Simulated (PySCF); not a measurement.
PySCF input file for Si(CCH)(H)3 (C2H4Si), SMILES C#C[SiH3], TPSSh-D3(BJ)/def2-TZVP. 

```python
import numpy as np
from pyscf import gto, scf, dft
from pyscf.geomopt import geometric_solver

mol = gto.M(
    atom='''
    Si   -0.00000000    0.00000000   -1.07105241
    C     0.00000000   -0.00000000    0.77743363
    C    -0.00000000    0.00000000    1.97965567
    H     1.20594444    0.69625234   -1.52667359
    H    -0.00000000   -1.39250469   -1.52667359
    H    -1.20594444    0.69625234   -1.52667359
    H     0.00000000    0.00000000    3.03221876
    ''',
    basis='def2-TZVP',
    charge=0,
    spin=0,
    max_memory=1600,
    verbose=3,
)
mf = dft.RKS(mol, xc='tpssh').density_fit(auxbasis='def2-universal-jkfit')
mf.disp = 'd3bj'
mf.grids.level = 4
mf.conv_tol = 1e-9
mf.max_cycle = 100
mf.kernel()
grad = mf.nuc_grad_method()
grad.grid_response = mol.nao <= 150
conv, mol_eq = geometric_solver.kernel(grad, convergence_set='GAU_TIGHT', maxsteps=100)
print(mol_eq.tostring(format='xyz'))
mf.reset(mol_eq)
mf.kernel()
```

Output:

```
converged SCF energy = -368.109878327921
[banner and settings of the optimiser left out]
Geometry optimization cycle 1
Cartesian coordinates (Angstrom)
 Atom        New coordinates             dX        dY        dZ
  Si   0.000000   0.000000  -1.071052    0.000000  0.000000  0.000000
   C   0.000000   0.000000   0.777434    0.000000  0.000000  0.000000
   C   0.000000   0.000000   1.979656    0.000000  0.000000  0.000000
   H   1.205944   0.696252  -1.526674    0.000000  0.000000  0.000000
   H   0.000000  -1.392505  -1.526674    0.000000  0.000000  0.000000
   H  -1.205944   0.696252  -1.526674    0.000000  0.000000  0.000000
   H   0.000000   0.000000   3.032219    0.000000  0.000000  0.000000

WARN: Mole.unit (angstrom) is changed to Bohr

converged SCF energy = -368.109878326228
--------------- DFRKS_Scanner gradients ---------------
         x                y                z
0 Si     0.0000000000     0.0000005951    -0.0167863927
1 C    -0.0000000000    -0.0000005464     0.0213312995
2 C     0.0000000000    -0.0000000029    -0.0034054758
3 H    -0.0036084740    -0.0020835117     0.0029542682
4 H     0.0000000000     0.0041669727     0.0029536637
5 H     0.0036084740    -0.0020835117     0.0029542682
6 H    -0.0000000000     0.0000000048    -0.0100016311
----------------------------------------------
cycle 1: E = -368.109878326  dE = -368.11  norm(grad) = 0.0304418
Step    0 : Gradient = 1.151e-02/2.133e-02 (rms/max) Energy = -368.1098783262
Hessian Eigenvalues: 5.00000e-02 5.00000e-02 5.00000e-02 ... 2.50000e-01 3.95238e-01 1.03714e+00

Geometry optimization cycle 2
Cartesian coordinates (Angstrom)
 Atom        New coordinates             dX        dY        dZ
  Si   0.000000  -0.000004  -1.056905    0.000000 -0.000004  0.014147
   C   0.000000   0.000008   0.773060    0.000000  0.000008 -0.004373
   C  -0.000000   0.000010   1.982123   -0.000000  0.000010  0.002467
   H   1.211876   0.699671  -1.536047    0.005932  0.003419 -0.009374
   H   0.000000  -1.399364  -1.536026    0.000000 -0.006860 -0.009352
   H  -1.211876   0.699671  -1.536047   -0.005932  0.003419 -0.009374
   H  -0.000000   0.000009   3.048077   -0.000000  0.000009  0.015858
converged SCF energy = -368.110556787014
--------------- DFRKS_Scanner gradients ---------------
         x                y                z
0 Si    -0.0000000000     0.0000001895    -0.0032366131
1 C    -0.0000000000    -0.0000004660     0.0014829881
2 C     0.0000000000     0.0000001050    -0.0003053991
3 H     0.0002662896     0.0001537952     0.0005152669
4 H    -0.0000000000    -0.0003073107     0.0005149026
5 H    -0.0002662896     0.0001537952     0.0005152669
6 H     0.0000000000    -0.0000001082     0.0005135876
----------------------------------------------
cycle 2: E = -368.110556787  dE = -0.000678461  norm(grad) = 0.00375655
Step    1 : Displace = 1.122e-02/1.586e-02 (rms/max) Trust = 1.000e-01 (=) Grad = 1.420e-03/3.237e-03 (rms/max) E (change) = -368.1105567870 (-6.785e-04) Quality = 1.074
Hessian Eigenvalues: 5.00000e-02 5.00000e-02 5.00000e-02 ... 2.50000e-01 4.12018e-01 1.05543e+00

Geometry optimization cycle 3
Cartesian coordinates (Angstrom)
 Atom        New coordinates             dX        dY        dZ
  Si   0.000000  -0.000008  -1.051166    0.000000 -0.000004  0.005739
   C   0.000000   0.000015   0.773962    0.000000  0.000007  0.000902
   C  -0.000000   0.000020   1.983110   -0.000000  0.000010  0.000987
   H   1.209355   0.698208  -1.538807   -0.002522 -0.001463 -0.002760
   H   0.000000  -1.396461  -1.538767    0.000000  0.002903 -0.002741
   H  -1.209355   0.698208  -1.538807    0.002522 -0.001463 -0.002760
   H  -0.000000   0.000019   3.048710   -0.000000  0.000010  0.000633
converged SCF energy = -368.110582565585
--------------- DFRKS_Scanner gradients ---------------
         x                y                z
0 Si    -0.0000000000     0.0000001715    -0.0002709398
1 C     0.0000000000    -0.0000004740    -0.0003965792
2 C     0.0000000000     0.0000001443     0.0001699431
3 H     0.0000746977     0.0000432217     0.0000893879
4 H    -0.0000000000    -0.0000861154     0.0000892132
5 H    -0.0000746977     0.0000432217     0.0000893879
6 H    -0.0000000000    -0.0000001696     0.0002295870
----------------------------------------------
cycle 3: E = -368.110582566  dE = -2.57786e-05  norm(grad) = 0.00059877
Step    2 : Displace = 3.450e-03/5.739e-03 (rms/max) Trust = 1.414e-01 (+) Grad = 2.263e-04/3.966e-04 (rms/max) E (change) = -368.1105825656 (-2.578e-05) Quality = 1.128
Hessian Eigenvalues: 5.00000e-02 5.00000e-02 5.00000e-02 ... 2.50000e-01 4.07579e-01 1.05468e+00

Geometry optimization cycle 4
Cartesian coordinates (Angstrom)
 Atom        New coordinates             dX        dY        dZ
  Si   0.000000  -0.000012  -1.050239    0.000000 -0.000004  0.000927
   C   0.000000   0.000022   0.774718   -0.000000  0.000006  0.000756
   C  -0.000000   0.000029   1.983672   -0.000000  0.000009  0.000561
   H   1.208734   0.697841  -1.539653   -0.000621 -0.000366 -0.000846
   H   0.000000  -1.395752  -1.539599    0.000000  0.000709 -0.000832
   H  -1.208734   0.697841  -1.539653    0.000621 -0.000366 -0.000846
   H  -0.000000   0.000031   3.048989   -0.000000  0.000012  0.000279
converged SCF energy = -368.110583339751
--------------- DFRKS_Scanner gradients ---------------
         x                y                z
0 Si     0.0000000000     0.0000001928     0.0000068135
1 C     0.0000000000    -0.0000004205    -0.0000331128
2 C    -0.0000000000     0.0000001355     0.0000150174
3 H     0.0000059519     0.0000035307    -0.0000012647
4 H    -0.0000000000    -0.0000067712    -0.0000014089
5 H    -0.0000059519     0.0000035307    -0.0000012647
6 H     0.0000000000    -0.0000001979     0.0000152202
----------------------------------------------
cycle 4: E = -368.11058334  dE = -7.74166e-07  norm(grad) = 4.17988e-05
Step    3 : Displace = 8.854e-04/1.106e-03 (rms/max) Trust = 2.000e-01 (+) Grad = 1.580e-05/3.312e-05 (rms/max) E (change) = -368.1105833398 (-7.742e-07) Quality = 1.021
Hessian Eigenvalues: 4.99987e-02 5.00000e-02 5.00000e-02 ... 2.50000e-01 4.03842e-01 1.04110e+00

Geometry optimization cycle 5
Cartesian coordinates (Angstrom)
 Atom        New coordinates             dX        dY        dZ
  Si   0.000000  -0.000017  -1.050230   -0.000000 -0.000004  0.000008
   C  -0.000000   0.000026   0.774733   -0.000000  0.000005  0.000014
   C  -0.000000   0.000037   1.983671   -0.000000  0.000008 -0.000001
   H   1.208714   0.697823  -1.539657   -0.000020 -0.000018 -0.000004
   H   0.000000  -1.395736  -1.539593   -0.000000  0.000016  0.000006
   H  -1.208714   0.697823  -1.539657    0.000020 -0.000018 -0.000004
   H  -0.000000   0.000042   3.048969   -0.000000  0.000011 -0.000020
converged SCF energy = -368.110583340663
--------------- DFRKS_Scanner gradients ---------------
         x                y                z
0 Si     0.0000000000     0.0000001508    -0.0000008842
1 C     0.0000000000    -0.0000003631     0.0000002404
2 C    -0.0000000000     0.0000001126     0.0000025363
3 H     0.0000007176     0.0000005088    -0.0000002019
4 H     0.0000000000    -0.0000007098    -0.0000003390
5 H    -0.0000007176     0.0000005088    -0.0000002019
6 H     0.0000000000    -0.0000002080    -0.0000011497
----------------------------------------------
cycle 5: E = -368.110583341  dE = -9.12053e-10  norm(grad) = 3.32455e-06
Step    4 : Displace = 1.782e-05/2.276e-05 (rms/max) Trust = 2.828e-01 (+) Grad = 1.257e-06/2.539e-06 (rms/max) E (change) = -368.1105833407 (-9.121e-10) Quality = 0.802
Hessian Eigenvalues: 4.99987e-02 5.00000e-02 5.00000e-02 ... 2.50000e-01 4.03842e-01 1.04110e+00
Converged! =D

7
XYZ from PySCF
Si          0.00000000       -0.00001661       -1.05023032
C          -0.00000000        0.00002632        0.77473274
C          -0.00000000        0.00003711        1.98367077
H           1.20871390        0.69782342       -1.53965722
H           0.00000000       -1.39573581       -1.53959253
H          -1.20871390        0.69782342       -1.53965722
H          -0.00000000        0.00004214        3.04896867
converged SCF energy = -368.110583340909
```

The run converged.

Cost: about 40 core-seconds (a rough figure).
